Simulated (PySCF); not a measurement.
[Yb(NH3)]3+ relaxed at several levels

Computed with PySCF 2.14.0, def2-SVP on the ligands, density fitting, scalar-relativistic core potentials, no spin-orbit coupling, vacuum. Each row is relaxed at its own level from the same template. Distances are means of the shortest metal–ligand contacts, charges and spins Mulliken's; removal energies are rigid, with the ligand's formal charge and no counterpoise, so too large; for an anion taken off a cation in vacuum most of it is the attraction of opposite charges, and multiply charged cations can part far more cheaply with an electron moved from ligand to metal. lcecp potentials hold a fixed number of 4f electrons in the core, out of states, spins and gaps.

```csv
level,basis on the metal,point group,M–NH3 (Å),charge on M (e),removal of one NH3 (eV),unstable modes (below −25 cm⁻¹)
B3LYP,lcecp-1-SVP with ECP59,C3v,2.275,2.43,6.17,0
r2SCAN,lcecp-1-SVP with ECP59,C3v,2.267,2.45,6.08,not given
```

(1) What does the calculation give for PBE0, lcecp-1-SVP with ECP59?

One start shape was tried for each, so a minimum needn't be the lowest isomer.

## Answers

(1) point group: C3v, M–NH3 (Å): 2.260, charge on M (e): 2.45, removal of one NH3 (eV): 6.17, unstable modes (below −25 cm⁻¹): 0.
```xyz
5

Yb    0.0000    0.0000   -0.1058
N     0.0000    0.0000    2.1541
H     0.9423    0.0000    2.6162
H    -0.4712    0.8160    2.6162
H    -0.4711   -0.8160    2.6162
```
